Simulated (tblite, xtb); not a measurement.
Cl₂, charge +1, doublet, geometry from GFN2-xTB (a state made from the parent by changing its charge; the spin is typed, not shown lowest). Base run: GFN1-xTB (xtb).

Here is a job for xtb.
```
$ xtb mol.xyz --gfn 1 --chrg 1 --uhf 1 --json

# file mol.xyz
2

Cl    -0.00000000    -0.00000000    -0.98043196
Cl     0.00000000     0.00000000     0.98043196
```

Programs used: tblite, xtb; a row that names a program was run with it.

Each row names what was changed in the base input (with any setting that the change needs).

| change | ΔE vs base (kJ/mol) | G_solv (kcal/mol) | SCF cycles |
|---|---|---|---|
| base | 0.00 | - | 6 |
| alpb = thf | -205.3 | -49.08 | 6 |
| acc = 0.0001 | 0.00 | - | 7 |
| alpb = acetone | -197.0 | -47.08 | 6 |
| acc = 1000 | 0.00 | - | 4 |
| alpb = cs2 | -187.7 | -44.86 | 6 |
| gbsa = chcl3 | -232.8 | -55.65 | 6 |
| etemp = 5000 | -57.0 | - | 6 |
| program = tblite; method = gfn1; option = (--efield, 0,0,0.1) | -0.35 | - | - |

ALPB and GBSA are two models with their own fitted parameters for each solvent, which aren't always the measured dielectric constant.
